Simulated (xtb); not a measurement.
CH5ClSi, SMILES C[SiH2]Cl. All values are semi-empirical tight-binding results from xtb (GFN2-xTB unless named), good for trends rather than for accurate numbers. Geometry: GFN2-xTB.

Optimised geometry:

```xyz
8

Si    -0.0204     0.7028     0.2808
C     -1.8627     0.2566     0.2843
Cl     1.0302    -0.8639    -0.4437
H      0.2351     1.8500    -0.5881
H      0.4532     0.9667     1.6382
H     -2.0625    -0.6004     0.9228
H     -2.4644     1.0843     0.6469
H     -2.2128     0.0072    -0.7143
```
Charge 0, spin multiplicity 1.

Question: Estimate the properties. (Estimate from the structure and the level; the computed values follow.)

Answer: 
- point group as xtb finds it = Cs
- orbital gap = 6.10 eV
- dipole moment = 2.01 D
- zero-point energy = 33.9 kcal/mol
- G − E(el) at 298.15 K (modified RRHO) = 16.1 kcal/mol
- static polarisability (D4 model) = 56.5 bohr³
- solvation energy, GFN2-xTB/ALPB(water) = -0.5 kcal/mol
- solvation energy, GFN2-xTB/ALPB(acetone) = -3.0 kcal/mol

Computed atomic charges and the Wiberg bond orders between heavy atoms:
charges (e) Si1 0.49, C2 -0.20, Cl3 -0.26, H4 -0.07, H5 -0.07, H6 0.04, H7 0.03, H8 0.04. Bond orders Si1–C2 0.93, Si1–Cl3 1.09.
